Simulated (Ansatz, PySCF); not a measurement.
C₂H₄N, SMILES [CH2]N=C, multiplicity 2. Atoms are numbered in the order given.

```xyz
7

C      1.1376    -0.0242     0.1007
N      0.0000     0.0000    -0.5596
C     -1.1376     0.0242     0.1007
H      1.1796    -0.0250     1.1936
H      2.0663    -0.0440    -0.4554
H     -2.0663     0.0440    -0.4554
H     -1.1796     0.0250     1.1936
```
Charge 0, spin multiplicity 2.

Geometry: B3LYP-D3(BJ)/def2-TZVP. The isomer is the one that the SMILES or the coordinates give; other isomers of the formula were not compared.

Two levels are set side by side: PBE-D3(BJ)/def2-TZVP (Ansatz, a first-principles code) and B3LYP-D3(BJ)/def2-TZVP (Ansatz). Each level has its own optimised geometry; the coordinates shown are those of the second. Frequencies come from the Hessian of PySCF at each geometry. Differences are taken from unrounded values.

| quantity | B3LYP-D3(BJ) |
|---|---|
| mean bond length (Å) | 1.164 |
| bond C1–N2 (Å) | 1.316 |
| bond N2–C3 (Å) | 1.316 |
| bond C1–H4 (Å) | 1.094 |
| bond C1–H5 (Å) | 1.083 |
| bond C3–H6 (Å) | 1.083 |
| bond C3–H7 (Å) | 1.094 |
| highest harmonic wavenumber (cm⁻¹) | 3198 |
| mean harmonic wavenumber (cm⁻¹) | 1566 |
| zero-point energy (kcal/mol) | 33.59 |

**Question.** What does PBE-D3(BJ) give, and how far is it from B3LYP-D3(BJ)? (An estimate is asked for; the answer gives what the named calculation found.)

**Answer.** 
```tsv
quantity	PBE-D3(BJ)	PBE-D3(BJ) minus B3LYP-D3(BJ)
mean bond length (Å)	1.173	0.009
bond C1–N2 (Å)	1.323	0.007
bond N2–C3 (Å)	1.323	0.007
bond C1–H4 (Å)	1.104	0.010
bond C1–H5 (Å)	1.092	0.009
bond C3–H6 (Å)	1.092	0.009
bond C3–H7 (Å)	1.104	0.010
highest harmonic wavenumber (cm⁻¹)	3124	-73
mean harmonic wavenumber (cm⁻¹)	1517	-49
zero-point energy (kcal/mol)	32.53	-1.05
```

GGA bonds tend to be longer and softer than those of functionals with exact exchange. Differences between two approximate levels are no errors against the true value.
